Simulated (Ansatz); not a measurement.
Start from `CC=C([SiH3])[SiH3]` and change one atom or group to get `C=C([SiH3])[SiH3]`.

Ansatz, PBE0-D4/def2-TZVP geometries, multiplicity 1. 

```json
{"property": "HOMO energy (ωB97M-V/def2-TZVPP) / eV", "`CC=C([SiH3])[SiH3]`": "-9.83"}
{"property": "HOMO–LUMO gap (PBE/def2-TZVPP) / eV", "`CC=C([SiH3])[SiH3]`": "4.81"}
{"property": "LUMO energy (B3LYP/def2-TZVPP) / eV", "`CC=C([SiH3])[SiH3]`": "-0.99"}
{"property": "HOMO energy (B3LYP/def2-TZVPP) / eV", "`CC=C([SiH3])[SiH3]`": "-7.44"}
{"property": "HOMO–LUMO gap (ωB97M-V/def2-TZVPP) / eV", "`CC=C([SiH3])[SiH3]`": "11.05"}
{"property": "size of the dipole moment (PBE/def2-TZVPP) / D", "`CC=C([SiH3])[SiH3]`": "1.69"}
```

(1) Give the same properties after the change, and the shifts. (An estimate is asked.)

Answers

(1) The calculation gave: 
```
                                      property  `C=C([SiH3])[SiH3]`  shift
         HOMO energy (ωB97M-V/def2-TZVPP) / eV               -10.34  -0.51
           HOMO–LUMO gap (PBE/def2-TZVPP) / eV                 5.12   0.31
           LUMO energy (B3LYP/def2-TZVPP) / eV                -1.11  -0.12
           HOMO energy (B3LYP/def2-TZVPP) / eV                -7.91  -0.47
       HOMO–LUMO gap (ωB97M-V/def2-TZVPP) / eV                11.53   0.48
size of the dipole moment (PBE/def2-TZVPP) / D                 0.81  -0.88
```

With PBE0 the HOMO falls by 0.48 eV and the LUMO falls by 0.11 eV, so the gap widens by about 0.37 eV. PBE moves the HOMO by -0.46 eV and ωB97M-V by -0.51 eV. Dipoles are sizes alone; their direction can turn.

B3LYP here is the variant with VWN-RPA as its local correlation; programs differ in this.
